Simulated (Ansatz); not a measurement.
`FC1(F)N[SiH2]1`. The species carries charge 0 and has multiplicity 1. The structure was optimised at the PBE0-D4/def2-TZVP level.

```xyz
8

F    -0.642    1.710   -0.775
C    -0.626    0.607    0.021
F    -1.733    0.711    0.798
N     0.570    0.326    0.671
Si    0.276   -0.955   -0.416
H     1.148    0.937    1.225
H    -0.056   -2.285    0.142
H     1.063   -1.051   -1.667
```

(1) What is the dipole moment at PBE/def2-TZVPP? (Estimate.)

(2) And with r2SCAN, B3LYP, ωB97M-V? (Best estimate.)

(3) Give the Mulliken charges with PBE, ωB97M-V, r2SCAN in def2-TZVPP. (Best estimate.)

## Answers

(1) Ansatz gave: 2.58 D, with components (2.13, -1.45, 0.14) D in this frame, pointing from negative to positive charge.

(2) Ansatz gave: r2SCAN 2.71 D, B3LYP 2.87 D, ωB97M-V 2.90 D.

(3) Computed: 
```tsv
atom	PBE	ωB97M-V	r2SCAN
F1	-0.17	-0.20	-0.21
C2	0.29	0.31	0.35
F3	-0.16	-0.20	-0.20
N4	-0.28	-0.30	-0.37
Si5	0.27	0.31	0.42
H6	0.15	0.11	0.15
H7	-0.05	-0.02	-0.07
H8	-0.05	-0.02	-0.07
```

B3LYP here is the variant with VWN-RPA as its local correlation; programs differ in this.
